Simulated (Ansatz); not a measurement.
Ansatz (a first-principles code) input:
A basis named .json is the Basis Set Exchange file of that set.

Ansatz 0.2 input:
```yaml
crystal:
  periodic: [false, false, false]
  atoms:
    - {symbol: F, position_ang: [-1.12166388, -0.97894471, 0.01107268]}
    - {symbol: C, position_ang: [-0.37832909, 0.02860251, 0.00230053]}
    - {symbol: F, position_ang: [-0.96179234, 1.13645859, 0.00159634]}
    - {symbol: Cl, position_ang: [1.23653415, -0.09348471, -0.00751908]}
basis:
  gaussian:
    orbitals: aug-cc-pV_D+d_Z.json
total_charge: 1
magnetization: {spin_polarized: false}
correlation: {method: ccsd_t, electrons: outside_noble_gas}
output: {forces: true}
```

Question: Which total energy does the run end on?

Answer: -696.61743 Eh (CCSD(T)/aug-cc-pV(D+d)Z). The basis has 101 functions. The run takes about 50 core-seconds (a rough figure).
